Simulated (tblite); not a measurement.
Species: CH2ClGeN.
SMILES: `N#[C][GeH2][Cl]`

Computed with GFN2-xTB (tblite): harmonic, unscaled wavenumbers at the GFN2-xTB geometry, gas phase. Errors from tens to a few hundred cm⁻¹ against measured bands are possible. Modes of hydrogen on germanium can be 10 to 20 % off.

Harmonic wavenumbers (cm⁻¹): 97.7, 243.7, 325.0, 390.8, 463.0, 466.6, 617.9, 681.2, 791.3, 1921.0, 1971.1, 2339.4.

A = 7276, B = 2302, C = 1787 MHz; mass 136.909 u (most abundant isotopes); point group Cs, symmetry number 1.

Question: Zero-point energy?

Answer: Half the sum of the wavenumbers: 5154 cm⁻¹ = 14.74 kcal/mol.

Question: What is S at 400 K and 1 bar for an ideal gas of classical rigid rotors and harmonic oscillators?

Answer: Translation 42.14, rotation 27.65, vibration 13.91: S = 83.7 cal/(mol K).

Question: And Cp and H(400 K) − H(0)?

Answer: Cp = 22.24 cal/(mol K), of which vibrations give 14.30 (their classical limit is 12 R = 23.8); H(400 K) − H(0) = 6.29 kcal/mol without the zero-point energy, 3.11 from vibrations.

Question: Which modes carry the vibrational entropy at 400 K?

Answer: 97.7 cm⁻¹: 4.08; 243.7 cm⁻¹: 2.31; 325.0 cm⁻¹: 1.79; 390.8 cm⁻¹: 1.47; 463.0 cm⁻¹: 1.19; 466.6 cm⁻¹: 1.18 cal/(mol K); the other 6 give 1.90 together.

Question: How do the functions run with temperature in this model?

Answer: 
| T (K) | S (cal/(mol K)) | Cp (cal/(mol K)) | H − H(0) (kcal/mol) | G − H(0) (kcal/mol) | ln q(vib) |
| --- | --- | --- | --- | --- | --- |
| 100 | 60.7 | 11.3 | 0.92 | -5.15 | 0.33 |
| 200 | 70.2 | 16.5 | 2.32 | -11.72 | 1.13 |
| 300 | 77.6 | 20.1 | 4.16 | -19.12 | 2.10 |
| 500 | 88.8 | 23.8 | 8.59 | -35.83 | 4.05 |
| 800 | 100.7 | 26.8 | 16.22 | -64.37 | 6.60 |
| 1000 | 106.9 | 28.1 | 21.72 | -85.15 | 8.06 |

q(vib) and H(0) count from the zero-point level.

Hindered rotation and anharmonicity are outside this model.

Time: 0.1 s of wall time. Hardware: one thread of an Arm Neoverse V1, no GPU, shared host with 32 logical CPUs at a one-minute load of 25. The figure is for the frequency step alone.
